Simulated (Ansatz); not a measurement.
`CCC#CCCCCC`. The species carries charge 0 and has multiplicity 1. The structure was optimised at the PBE0-D4/def2-TZVP level. It is one conformer, not always the lowest.

```xyz
25

C     1.955   -2.609   -1.398
C     1.133   -3.331   -0.333
C     0.241   -2.437    0.390
C    -0.490   -1.678    0.970
C    -1.353   -0.736    1.666
C    -0.857    0.708    1.585
C    -0.809    1.251    0.168
C    -0.295    2.678    0.090
C    -0.251    3.215   -1.330
H     2.611   -3.311   -1.918
H     1.304   -2.136   -2.135
H     2.573   -1.830   -0.947
H     1.802   -3.826    0.378
H     0.543   -4.127   -0.799
H    -2.365   -0.798    1.248
H    -1.437   -1.037    2.716
H    -1.515    1.334    2.198
H     0.140    0.767    2.034
H    -0.176    0.599   -0.444
H    -1.813    1.201   -0.273
H    -0.926    3.327    0.709
H     0.707    2.723    0.532
H    -1.246    3.210   -1.783
H     0.399    2.602   -1.961
H     0.124    4.240   -1.363
```

Question: What is the dipole moment at B3LYP/def2-TZVPP? (An estimate is asked.)

Answer: Computed: 0.17 D, with components (0.13, 0.10, -0.06) D in this frame, pointing from negative to positive charge.

Question: And with PBE, r2SCAN, ωB97M-V? (Best estimate.)

Answer: Computed: PBE 0.17 D, r2SCAN 0.20 D, ωB97M-V 0.18 D.

Question: Give the Mulliken charges with B3LYP, r2SCAN, ωB97M-V in def2-TZVPP. (Best estimate.)

Answer: Ansatz gave: 
```json
{"atom": "C1", "B3LYP": "-0.23", "r2SCAN": "-0.12", "ωB97M-V": "-0.29"}
{"atom": "C2", "B3LYP": "-0.16", "r2SCAN": "-0.15", "ωB97M-V": "-0.20"}
{"atom": "C3", "B3LYP": "-0.02", "r2SCAN": "0.03", "ωB97M-V": "-0.04"}
{"atom": "C4", "B3LYP": "-0.06", "r2SCAN": "0.01", "ωB97M-V": "-0.06"}
{"atom": "C5", "B3LYP": "-0.17", "r2SCAN": "-0.15", "ωB97M-V": "-0.23"}
{"atom": "C6", "B3LYP": "-0.08", "r2SCAN": "-0.01", "ωB97M-V": "-0.16"}
{"atom": "C7", "B3LYP": "-0.09", "r2SCAN": "-0.03", "ωB97M-V": "-0.16"}
{"atom": "C8", "B3LYP": "-0.08", "r2SCAN": "0.01", "ωB97M-V": "-0.15"}
{"atom": "C9", "B3LYP": "-0.26", "r2SCAN": "-0.16", "ωB97M-V": "-0.32"}
{"atom": "H10", "B3LYP": "0.08", "r2SCAN": "0.04", "ωB97M-V": "0.10"}
{"atom": "H11", "B3LYP": "0.08", "r2SCAN": "0.05", "ωB97M-V": "0.11"}
{"atom": "H12", "B3LYP": "0.08", "r2SCAN": "0.05", "ωB97M-V": "0.11"}
{"atom": "H13", "B3LYP": "0.09", "r2SCAN": "0.05", "ωB97M-V": "0.11"}
{"atom": "H14", "B3LYP": "0.09", "r2SCAN": "0.05", "ωB97M-V": "0.11"}
{"atom": "H15", "B3LYP": "0.08", "r2SCAN": "0.05", "ωB97M-V": "0.12"}
{"atom": "H16", "B3LYP": "0.09", "r2SCAN": "0.05", "ωB97M-V": "0.12"}
{"atom": "H17", "B3LYP": "0.05", "r2SCAN": "0.02", "ωB97M-V": "0.09"}
{"atom": "H18", "B3LYP": "0.06", "r2SCAN": "0.02", "ωB97M-V": "0.10"}
{"atom": "H19", "B3LYP": "0.07", "r2SCAN": "0.03", "ωB97M-V": "0.10"}
{"atom": "H20", "B3LYP": "0.04", "r2SCAN": "0.01", "ωB97M-V": "0.08"}
{"atom": "H21", "B3LYP": "0.05", "r2SCAN": "0.01", "ωB97M-V": "0.08"}
{"atom": "H22", "B3LYP": "0.05", "r2SCAN": "0.01", "ωB97M-V": "0.08"}
{"atom": "H23", "B3LYP": "0.07", "r2SCAN": "0.04", "ωB97M-V": "0.09"}
{"atom": "H24", "B3LYP": "0.07", "r2SCAN": "0.04", "ωB97M-V": "0.10"}
{"atom": "H25", "B3LYP": "0.08", "r2SCAN": "0.04", "ωB97M-V": "0.10"}
```

B3LYP here is the variant with VWN-RPA as its local correlation; programs differ in this.
